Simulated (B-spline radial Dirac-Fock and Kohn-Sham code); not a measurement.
## Ge⁷⁺: K-LL lines in intermediate coupling

System: Ge⁷⁺, configuration 1s2 2s2 2p6 3s2 3p6 3d7.

These are calculated numbers from a B-spline atomic structure program; the model is relaxed Dirac-Fock hole states (ΔSCF) with Breit and QED corrections and a finite nucleus. The two-hole levels come from diagonalising the Coulomb interaction among the jj configurations; intensities are independent-particle Coulomb rates. Kinetic energies are from the vacuum level. Correlation and solid-state effects are left out. Open outer shells are spectators and are not coupled to the holes. Labels follow the leading weight; the literature often keeps the label of the LS limit.

```
kinetic energy (eV)  J  leading jj holes (weight)  leading LS term (weight)
             8010.9  0                L1L1 (0.99)                ¹S0 (0.99)
             8170.8  1                L1L2 (0.67)                ¹P1 (0.89)
             8202.8  0                L1L2 (1.00)                ³P0 (1.00)
             8218.8  1                L1L3 (0.67)                ³P1 (0.89)
             8234.9  2                L1L3 (1.00)                ³P2 (1.00)
             8334.9  0                L2L2 (0.92)                ¹S0 (0.59)
             8371.0  2                L2L3 (0.97)                ¹D2 (0.83)
             8382.8  1                L2L3 (1.00)                ³P1 (1.00)
             8396.6  0                L3L3 (0.92)                ³P0 (0.60)
             8411.2  2                L3L3 (0.97)                ³P2 (0.83)
```

The intensity is shared as follows: 8371.0 eV 50.9 %, 8170.8 eV 19.1 %, 8411.2 eV 9.9 %, 8010.9 eV 6.5 %, 8334.9 eV 4.0 %, 8218.8 eV 3.7 %, 8234.9 eV 2.8 %, 8396.6 eV 2.3 %, 8202.8 eV 0.7 %, 8382.8 eV 0.0 %.

The strongest line, by its leading LS label ¹D2, lies at 8371.0 eV. The mean weight of the leading component is 0.91 in jj and 0.86 in LS coupling, so jj labels describe these levels better.

Run: 28 s of CPU time on 1 thread of Neoverse-N1 (shared host), peak memory 0.37 GiB.
